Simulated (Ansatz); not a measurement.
A set of 12 reactions (isomerisation), with CCSD(T)/CBS values in kJ/mol:

```
                                            reaction      ΔE
                       `N[SiH2]CBO` → `B[Si](C)(N)O`    77.3
                 `C[SiH2]C[SiH3]` → `C[SiH2][SiH2]C`     8.0
                       `N[SiH2]CBO` → `CB(N)O[SiH3]`  -143.8
                 `C/C(F)=N/[SiH3]` → `C=C(F)[SiH2]N`    11.5
                     `CC(O)[SiH2]O` → `CC(O)O[SiH3]`    28.5
`[NH2][GeH]1[CH2][SiH2]1` → `[SiH3][GeH]1[CH2][NH]1`    63.7
      `F[CH]1[O][Al]1[SiH3]` → `[F][Al]1[O]C[SiH2]1`  -339.6
                     `C[SiH2]C1=NC1` → `CC[SiH2]C#N`  -178.0
               `C[SiH2][SiH2]CF` → `CC[SiH2][SiH2]F`  -187.0
                       `CC(O)[SiH2]O` → `OCCO[SiH3]`    64.4
                 `C[CH](O)[InH2]` → `C[O][InH][CH3]`   -97.5
                 `C/C(F)=N/[SiH3]` → `C[SiH2]/N=C/F`   -18.6
```

Gas-phase electronic energies from Ansatz, PBE0-D4/def2-TZVP geometries. CCSD(T)/CBS adds triple-zeta CCSD(T) − MP2 to the extrapolated MP2 energy (def2 sets, frozen cores). Double bonds are as drawn, so ΔE can hold a change between cis and trans. DFT in def2-TZVPP. B3LYP here is the variant with VWN-RPA as its local correlation; programs differ in this. Elements past krypton have def2 core potentials. For Ge, In outer-core shells are correlated without core-valence functions, which leaves a few kJ/mol of doubt a bond. Scalar relativity is left out up to krypton. Each species was taken in one conformer, which may not be the lowest.

(1) Give the mean, mean absolute and largest difference (level minus CCSD(T)/CBS, kJ/mol) for: PBE-D4, r2SCAN-D4, PBE0-D4, B3LYP-D4, ωB97X-V, B2PLYP, PBE0, B3LYP, HF/def2-TZVPP, SCS-MP2/def2-TZVPP, HF/def2-QZVPP, MP2/def2-QZVPP, HF/CBS(def2), CCSD/CBS(def2). (Estimate.)

The largest T1 diagnostic in the set is 0.018, for `F[CH]1[O][Al]1[SiH3]` (customary mark 0.02).

CCSD(T)/CBS is a level of theory with its own doubt, and the functionals carry their triple-zeta basis error, so these figures describe this set and don't rank the functionals.

## Answers

(1) Computed: 
```csv
level,mean,mean absolute,largest
PBE-D4,8.2,11.5,30.9
r2SCAN-D4,4.7,6.5,18.3
PBE0-D4,6.3,8.4,24.3
B3LYP-D4,1.9,5.7,13.2
ωB97X-V,3.8,6.5,13.5
B2PLYP,0.2,4.2,10.5
PBE0,6.1,8.9,24.6
B3LYP,1.5,6.9,17.9
HF/def2-TZVPP,-4.9,11.6,-24.6
SCS-MP2/def2-TZVPP,-1.1,4.9,10.9
HF/def2-QZVPP,-5.5,11.7,-25.1
MP2/def2-QZVPP,-0.5,4.8,-13.4
HF/CBS(def2),-5.6,11.7,-25.1
CCSD/CBS(def2),-1.1,2.0,-3.7
```
